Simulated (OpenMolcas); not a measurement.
Pd2+ (d8) among equal point charges was computed by CASSCF with the d shell active (OpenMolcas, ANO-RCC-VDZP on the metal). Its lowest spin-free states, and all those of the highest spin:

| 2S+1 | Degeneracy | E (cm-1) |
| --- | --- | --- |
| 3 | 3 | 0.0 |
| 3 | 3 | 6125 |
| 3 | 1 | 13419 |
| 1 | 3 | 13585 |
| 1 | 2 | 14281 |
| 3 | 3 | 18959 |
| 1 | 3 | 22153 |
| 1 | 3 | 24365 |
| 1 | 1 | 24436 |
| 1 | 2 | 28284 |
| 1 | 1 | 51999 |

Question: Is the site octahedral, tetrahedral or cube-like, axial, or of lower symmetry?

Answer: The states with 2S+1 = 3 have orbital degeneracies 3, 3, 1, 3. Threefold states need a cubic site. For d8 at this spin an octahedron puts the single A2 below the threefold T2 and a tetrahedron or cube puts the threefold T1 below the threefold T2, so the site is a tetrahedron or a cube, which this pattern cannot tell apart. The run had Pd2+ among 8 point charges of -1.2 e arranged as a cube (Oh), 1.9 Å from the ion.

An orbital triplet at a regular site is open to Jahn-Teller coupling, which can distort the site and quench the lowest spin-orbit gaps and is left out. Without dynamic correlation the repulsion within the d shell is too large (B by tens of per cent), so at a given field states of lower spin stand too high. Real 4d8 and 5d8 ions are as a rule square planar and diamagnetic. Point charges carry no covalency, so the field is a model and not that of real ligands. No measured value stands beside these numbers.
